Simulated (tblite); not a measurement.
Species: C5H7N2 (doublet state).
Atom-mapped SMILES: `[CH3:1][c:2]1[c:3][n:4]([CH3:5])[n:6][cH:7]1` (hydrogens: H8, H9, H10 on C1; H11, H12, H13 on C5; H14 on C7)

The geometry is computed with GFN2-xTB (gas phase). This method treats the open shell by occupation alone, without spin polarisation.

(1) List the bond lengths and angles at this level.

Answers

(1) 
| bond | length (Å) | order |
| --- | --- | --- |
| C1–C2 | 1.486 | single |
| C2–C3 | 1.380 | aromatic |
| C3–N4 | 1.333 | aromatic |
| N4–C5 | 1.433 | single |
| N4–N6 | 1.334 | aromatic |
| N6–C7 | 1.330 | aromatic |
| C2–C7 | 1.402 | aromatic |
| C1–H8, C1–H9, C1–H10 | 1.089 | single |
| C5–H11, C5–H12, C5–H13 | 1.091 | single |
| C7–H14 | 1.072 | single |

Bonds in one row agree within 0.01 Å and their mean is given. Orders are formal, as drawn. A selection of angles:
| angle | degrees |
| --- | --- |
| C2–C1–H8 | 110.7 |
| C2–C1–H10 | 109.8 |
| H8–C1–H9 | 108.0 |
| H8–C1–H10 | 108.9 |
| C1–C2–C3 | 129.3 |
| C1–C2–C7 | 128.9 |
| C3–C2–C7 | 101.8 |
| C2–C3–N4 | 110.3 |
| C3–N4–C5 | 128.9 |
| C3–N4–N6 | 109.7 |
| C5–N4–N6 | 121.3 |
| N4–C5–H11 | 110.7 |
| N4–C5–H12 | 109.1 |
| H11–C5–H12 | 108.6 |
| N4–N6–C7 | 106.4 |
| N6–C7–H14 | 120.0 |
| C2–C7–N6 | 111.8 |
| C2–C7–H14 | 128.2 |

C7 (carbon bonded to C, N and H) is planar (angles 128.2°, 120.0° and 111.8°, sum 360.0°, 0.00 Å off the plane of its three neighbours). The C–C distances run from 1.380 Å (C2–C3, aromatic) to 1.486 Å (C1–C2, drawn single), a spread of 0.106 Å. The 5-membered ring C2–C3–N4–N6–C7 has internal angles of 101.8° to 111.8° (sum 540°, against 540° for a flat polygon); it is planar, 0.00 Å rms from its mean plane, widest ring torsion 0°. N6 (nitrogen bonded to C and N) is bent (angle 106.4°). C2 (carbon bonded to 3 C) is planar (angles 129.3°, 128.9° and 101.8°, sum 360.0°, 0.00 Å off the plane of its three neighbours). C3 (carbon bonded to C and N) is bent (angle 110.3°). N4 (nitrogen bonded to 2 C and N) is planar (angles 128.9°, 121.3° and 109.7°, sum 360.0°, 0.01 Å off the plane of its three neighbours).

GFN2-xTB frequencies show an imaginary mode (24i cm⁻¹), so the point is no minimum at that level. 2 starts were optimised and ended at 0.00 and 0.05 kcal/mol (GFN2-xTB); the lowest of these is shown.
